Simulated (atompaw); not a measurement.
# How hard is this iridium (Ir) PAW (atompaw) potential?

* Element: Ir
* Generator: atompaw 4.2.0.5
* Type: PAW
* Functional: PBEsol
* Relativity: non-relativistic
* Frozen core: [Xe] 4f14
* Valence charge: 9
* Reference configuration: 5d7 6s1 6p1
* Partial waves: 6s (bound); 6s channel at 0.4 Ry; 6p (bound); 6p channel at 0.8 Ry; 5d (bound); 5d channel at -0.45 Ry
* Local potential: bessel scheme, radius 2.65 bohr
* Core correction: smooth core density matched at 2.25 bohr
* Augmentation charge: sinc compensation charge, radius 2.45 bohr; PAW radius 2.80 bohr; waves and projectors: bloechl

The pseudo-atom Hamiltonian at the reference potential is diagonalised in spherical Bessel functions j_l(qr) that vanish at 20 bohr, with q² up to the cutoff. All-electron valence levels (Ry): 6s -0.4442, 6p -0.1558, 5d -0.7608.

Problem. How do the lowest levels (Ry) of each channel move with the cutoff, and are there ghosts?

Solution.

```
cutoff (Ry)     s #1     s #2     s #3     p #1     p #2     d #1    f #1  Σ f·Δε (mRy)
          8  -0.4442  -0.0199   0.0884  -0.1554   0.0247  -0.5582  0.0917        1419.1
         10  -0.4442  -0.0199   0.0884  -0.1557   0.0246  -0.6426  0.0917         827.6
         15  -0.4442  -0.0201   0.0870  -0.1557   0.0246  -0.7284  0.0917         227.3
         18  -0.4753  -0.4442  -0.0197  -0.1557   0.0246  -0.7513  0.0917          66.9
         25  -0.6143  -0.4442  -0.0198  -0.3997  -0.1557  -0.7595  0.0917           9.6
         30  -0.6230  -0.4442  -0.0198  -0.6281  -0.1557  -0.7606  0.0917           1.9
         40  -0.6253  -0.4442  -0.0198  -0.6884  -0.1557  -0.7608  0.0917           0.1
         45  -0.6253  -0.4442  -0.0198  -0.6921  -0.1557  -0.7608  0.0917           0.0
        400  -0.6253  -0.4442  -0.0198  -0.6925  -0.1557  -0.7608  0.0917           0.0
```

Result: ghost states, extra bound levels that the all-electron valence spectrum of the same l lacks: p at -9.4 eV, s at -8.5 eV (a true bound ghost makes a file unfit for plane-wave use); 10 mRy is reached at 25 Ry and 1 mRy at 35 Ry.
